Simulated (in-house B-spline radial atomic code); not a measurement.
Successive ionisation energies of praseodymium; each step leads to the configuration of the next row (after the last: [Kr] 4d3/2(1)). Dirac energy differences include first-order Breit, QED and recoil terms. NIST's values go from ground level to ground level; the uncertainty of those that are theory runs from under 0.1 % in few-electron ions to several per cent in heavy many-electron ones. Computed with a radial B-spline atomic code at the basis-set limit: Dirac-Hartree-Fock, jj configuration that fills j = l - 1/2 first, finite nuclei.

A number in brackets counts the electrons of a j subshell.

```
  ion           configuration  ionisation energy (eV)  tabulated value (eV)  computed minus tabulated (eV)  highest orbital  largest mean radius (bohr)
Pr11+           [Kr] 4d10 5s2                   196.3                   196                            0.3            5s1/2                      1.2899
Pr12+           [Kr] 4d10 5s1                       ?                     ?                              ?                ?                           ?
Pr13+               [Kr] 4d10                   349.3                   350                           -0.7            4d5/2                     0.69422
Pr14+  [Kr] 4d3/2(4) 4d5/2(5)                       ?                     ?                              ?                ?                           ?
Pr15+  [Kr] 4d3/2(4) 4d5/2(4)                   412.7                   412                            0.7            4d5/2                     0.67448
Pr16+  [Kr] 4d3/2(4) 4d5/2(3)                   445.5                   445                            0.5            4d5/2                     0.66536
Pr17+  [Kr] 4d3/2(4) 4d5/2(2)                       ?                     ?                              ?                ?                           ?
Pr18+  [Kr] 4d3/2(4) 4d5/2(1)                   513.1                   516                           -2.9            4d5/2                     0.64807
Pr19+           [Kr] 4d3/2(4)                   554.1                   554                            0.1            4d3/2                     0.63355
Pr20+           [Kr] 4d3/2(3)                   589.7                   590                           -0.3            4d3/2                     0.62532
Pr21+           [Kr] 4d3/2(2)                   626.0                   627                           -1.0            4d3/2                     0.61775
```

(1) Fill in the row of Pr12+.

(2) Fill in the row of Pr14+.

(3) Fill in the row of Pr17+.

(4) Where is the largest jump?

Answers

(1) ionisation energy (eV): 215.0; tabulated value (eV): 217.02; computed minus tabulated (eV): -2.0; highest orbital: 5s1/2; largest mean radius (bohr): 1.2702.

(2) ionisation energy (eV): 380.6; tabulated value (eV): 378; computed minus tabulated (eV): 2.6; highest orbital: 4d5/2; largest mean radius (bohr): 0.68398.

(3) ionisation energy (eV): 479.0; tabulated value (eV): 478; computed minus tabulated (eV): 1.0; highest orbital: 4d5/2; largest mean radius (bohr): 0.65656.

(4) From Pr12+ to Pr13+, by a factor of 1.62 (215.01 to 349.25 eV); the highest orbital goes from 5s1/2 to 4d5/2.
